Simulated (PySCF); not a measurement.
Iodine: a sound run and one with changed settings

Sound run: I [Kr] 4d10 5s2 5p5, I+ [Kr] 4d10 5s2 5p4. Computed with PySCF 2.14 in def2-SVP with the def2 core potential (28 electrons), with scalar relativity through the core potential. In the sound run the correlated levels freeze 4s2 4p6 4d10 outside the core potential. The sound run starts from symmetry-adapted Hartree-Fock orbitals and uses a fine grid where one is needed.

Changed run: a valence shell is frozen. This setting is unsound on purpose.

| species | method | sound run (hartree) | changed run (hartree) | converged |
| --- | --- | --- | --- | --- |
| I | MP2 | -296.72755 | -296.70160 | yes |
| I | CCSD(T) | -296.74085 | -296.71043 | yes |
| I+ | MP2 | -296.35805 | -296.32691 | yes |
| I+ | CCSD(T) | -296.37232 | -296.33427 | yes |

Ionisation energy of I:

```json
{"method": "UHF", "sound run (eV)": "9.592", "changed run (eV)": "9.592"}
{"method": "MP2", "sound run (eV)": "10.054", "changed run (eV)": "10.196"}
{"method": "SCS-MP2", "sound run (eV)": "10.035", "changed run (eV)": "10.231"}
{"method": "CCSD", "sound run (eV)": "10.026", "changed run (eV)": "10.234"}
{"method": "CCSD(T)", "sound run (eV)": "10.028", "changed run (eV)": "10.236"}
```

Freezing a valence shell removes pair correlation that changes on ionisation.

For comparison, NIST gives 10.451 eV between the lowest levels.
